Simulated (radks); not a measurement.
The mean radii <r> (bohr) of the occupied orbitals of an atom or ion are listed with their occupations. All-electron calculation, scalar-relativistic Kohn-Sham, Wu-Cohen GGA, spin-unpolarised, spherical densities, finite nucleus; Fermi nuclear charge, rms radius of each element as measured or else 0.836 A^(1/3) + 0.57 fm. Program: a radial shooting solver on a logarithmic mesh with Libxc functionals.

| orbital | occ. | <r> |
|---|---|---|
| 1s | 2 | 0.04409 |
| 2s | 2 | 0.1960 |
| 2p | 6 | 0.1711 |
| 3s | 2 | 0.5742 |
| 3p | 6 | 0.5895 |
| 3d | 10 | 0.6287 |
| 4s | 2 | 1.689 |
| 4p | 2 | 1.980 |

Name the element and its charge.

Answer. Z = 34, selenium, charge +2: Se2+ in [Ar] 3d10 4s2 4p2. The 1s radius gives Z: for a bare nucleus <r> = (2 gamma + 1)/(2Z) with gamma = sqrt(1 - (Z/c)^2), 0.0432 bohr for Z = 34, and screening makes it slightly larger (0.04409 here). The occupations add up to 32, and the charge is Z minus that.
